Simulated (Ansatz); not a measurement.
`[F][GaH][SeH]` + `CO[CH2][AlH][OH]` → `C[O][GaH][SeH]` + `[OH][AlH][CH2]F`  (redistribution)

Gas-phase electronic energies from Ansatz, PBE0-D4/def2-TZVP geometries. CCSD(T)/CBS is the MP2 limit (def2-TZVPP, def2-QZVPP) plus CCSD(T) − MP2 in def2-TZVPP, frozen cores. Functionals use def2-TZVPP. For Ga, Se outer-core shells are correlated without core-valence functions, which leaves a few kJ/mol of doubt a bond. Scalar relativity is left out up to krypton. One conformer a species, not always the lowest.

`[F][GaH][SeH]`:

Z-matrix (Å, degrees):
```
Ga
F 1 1.754
Se 1 2.307 2 112.0
H 1 1.550 2 118.1 3 -180.0
H 3 1.470 1 91.4 2 179.9
```

`CO[CH2][AlH][OH]`:

Cartesian coordinates in Å:
```
C 1.204 0.649 0.926
O 0.136 -0.185 1.255
C -1.035 0.135 0.514
Al -0.933 -0.480 -1.372
O 0.292 -1.575 -1.802
H 2.070 0.333 1.509
H 0.984 1.701 1.156
H 1.461 0.584 -0.146
H -1.273 1.206 0.613
H -1.863 -0.389 1.009
H -1.955 -0.075 -2.509
H 0.913 -1.903 -1.153
```

`C[O][GaH][SeH]`:

Z-matrix (Å, degrees):
```
C
O 1 1.405
H 1 1.096 2 109.9
H 1 1.095 2 109.9 3 118.7
H 1 1.099 2 113.3 3 -120.6
Ga 2 1.781 1 123.0 3 120.2
Se 6 2.312 2 113.3 1 -179.9
H 6 1.557 2 120.8 1 0.1
H 7 1.469 6 90.5 2 0.0
```

`[OH][AlH][CH2]F`:

Z-matrix (Å, degrees):
```
C
Al 1 1.975
F 1 1.401 2 110.2
H 1 1.097 2 112.4 3 -120.2
H 1 1.097 2 112.4 3 120.2
O 2 1.696 1 114.3 3 179.8
H 2 1.582 1 124.2 3 -0.1
H 6 0.955 2 124.3 1 180.0
```

```json
{"level": "BLYP-D4", "ΔE (kJ/mol)": "44.3"}
{"level": "PBE", "ΔE (kJ/mol)": "46.2"}
{"level": "BHLYP", "ΔE (kJ/mol)": "43.6"}
{"level": "HF/def2-SVP", "ΔE (kJ/mol)": "44.5"}
{"level": "CCSD/def2-TZVPP", "ΔE (kJ/mol)": "44.7"}
{"level": "CCSD(T)/def2-TZVPP", "ΔE (kJ/mol)": "45.8"}
{"level": "HF/CBS(def2)", "ΔE (kJ/mol)": "42.0"}
{"level": "MP2/CBS(def2)", "ΔE (kJ/mol)": "46.9"}
```

Question: What does CCSD(T)/CBS give? (An estimate is asked.)

Answer: The calculation gave: +44.1 kJ/mol. The listed levels differ from it by 0.2, 2.1, -0.5, 0.4, 0.6, 1.7, -2.1, 2.8 kJ/mol.

Largest T1 diagnostic among the species: 0.013.

At CCSD(T), def2-SVP lies +8.4 kJ/mol from the extrapolated value and def2-TZVPP +1.7 kJ/mol. In def2-TZVPP, CCSD(T) changes the Hartree–Fock value by +5.1 kJ/mol (the triples alone add +1.1 kJ/mol) and MP2 by +7.8 kJ/mol.
